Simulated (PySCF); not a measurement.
NICS in isomers of C6H9NSi.

Definitions: NICS(0) = −σiso at the ring centroid; NICS(1) = −σiso and NICS(1)zz = −σzz at ±1 Å along the ring normal z. Level: GIAO PBE0/pcSseg-1 (PySCF, non-relativistic, gas phase) on the GFN2-xTB geometries, one conformer each. Atom numbers follow the mapped SMILES.

Question: Order these rings by mean NICS(1)zz, lowest (most negative) first (ppm).
A. ring C3–C4–C5–C6–C7–N8 in `[SiH3:1][CH2:2][c:3]1[cH:4][cH:5][cH:6][cH:7][n:8]1`
B. ring C1–C2–C3–N4–C8 in `[cH:1]1[cH:2][cH:3][n:4]([C@H:5]2[CH2:6][SiH2:7]2)[cH:8]1`
C. ring C5–C6–C7–C8 in `[NH2:1][SiH2:2][C:3]1=[CH:4][C@@H:5]2[CH:6]=[CH:7][C@H:8]12`
D. ring N4–C5–C6–C7–C8 in `[CH2:1]=[CH:2][SiH2:3][n:4]1[cH:5][cH:6][cH:7][cH:8]1`
E. ring C3–C4–C5–C6 in `[CH3:1][SiH2:2][C@@H:3]1[CH:4]=[CH:5][C@@H:6]1[C:7]#[N:8]`

Answer: D (-30.0), B (-28.4), A (-27.1), C (-2.4), E (0.4).

```
                      SMILES                                                    ring  NICS(0)  NICS(1)  NICS(1)zz  HOMA  rms pucker (Å)  ring atoms with four or more neighbours
            C=C[SiH2]n1cccc1       5-membered ring with N; formal bonds all aromatic    -13.0    -11.0      -30.0  0.84            0.00                                        0
     c1ccn([C@H]2C[SiH2]2)c1       5-membered ring with N; formal bonds all aromatic    -13.6    -10.8      -28.4  0.92            0.00                                        0
             [SiH3]Cc1ccccn1       6-membered ring with N; formal bonds all aromatic     -7.0    -10.8      -27.1  0.99            0.00                                        0
N[SiH2]C1=C[C@@H]2C=C[C@H]12  4-membered carbocycle; formal bonds 1 double, 3 single     -0.8     -2.0       -2.4     –            0.00                                        2
 C[SiH2][C@@H]1C=C[C@@H]1C#N  4-membered carbocycle; formal bonds 1 double, 3 single      0.1     -2.2        0.4     –            0.01                                        2
```

NICS(0) gives another order. The isotropic NICS(1) gives another order. HOMA uses Krygowski's 1993 parameters; it is left out where a ring has a four-coordinate atom, a triple bond, no multiple bond or a kind of bond without parameters. NICS(1) and NICS(1)zz are means over the two faces.
